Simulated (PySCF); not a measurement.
C4H7BSi.
Atom-mapped SMILES: `[BH2:1][C:2]1=[CH:3][SiH2:4][CH:5]=[CH:6]1` (hydrogens: H7, H8 on B1; H9 on C3; H10, H11 on Si4; H12 on C5; H13 on C6)

Geometry (PBE0-D3(BJ)/def2-SVP, Å), atoms numbered from 1 in this order:
```xyz
13
C4H7BSi angstrom
B      2.178    0.112   -0.120
C      0.637   -0.016   -0.113
C      0.021   -1.236   -0.125
Si    -1.842   -0.956   -0.123
C     -1.626    0.899   -0.100
C     -0.299    1.145   -0.099
H      2.720    1.194   -0.114
H      2.854   -0.891   -0.131
H      0.602   -2.162   -0.137
H     -2.520   -1.528    1.080
H     -2.513   -1.497   -1.345
H     -2.368    1.700   -0.090
H      0.120    2.158   -0.087
```

Method: core-valence-separated Tamm–Dancoff BHandHLYP/aug-pcX-1 (pcseg-1 on H, def2-SVPD on Si) in PySCF, non-relativistic, gas phase, PBE0-D3(BJ)/def2-SVP geometry. The energies are unshifted.

The lowest roots of each edge with f over 0.003 (five at most, numbered afresh; weaker and dark ones are left out), with transition dipoles (au) in the frame of the coordinates:

```
root  edge  E (eV)       f       μx       μy       μz
   1     C  280.92  0.0574   0.0001  -0.0010   0.0913
   2     C  281.53  0.0311   0.0002  -0.0007   0.0672
   3     C  281.76  0.0475  -0.0001   0.0010  -0.0829
   4     C  282.25  0.0533   0.0001  -0.0010   0.0878
   5     C  284.37  0.0185  -0.0002   0.0005  -0.0516
   6     B  185.15  0.0803  -0.0007   0.0010  -0.1330
   7     B  189.72  0.0058  -0.0001   0.0002  -0.0354
   8     B  190.98  0.0067   0.0379   0.0015  -0.0001
   9     B  191.41  0.0215   0.0044  -0.0676  -0.0005
  10     B  191.70  0.0044  -0.0005   0.0002  -0.0307
```

Problem. Molecules are fixed in this frame and the field points along x. What effective strengths 3 f cos²θ do the roots have (θ between field and μ)?

Solution. root 1 (C3): 0.000, root 2 (C2): 0.000, root 3 (C5): 0.000, root 4 (C6): 0.000, root 5 (C2): 0.000, root 6 (B1): 0.000, root 7 (B1): 0.000, root 8 (B1): 0.020, root 9 (B1): 0.000, root 10 (B1): 0.000. Root 8 is the strongest. Averaged over all orientations cos²θ is 1/3, which gives f back.

The run took 14 s of wall time on Arm Neoverse V2, one thread, shared host with 64 logical CPUs at a one-minute load of 30, and the process peaked at 0.89 GiB of memory.
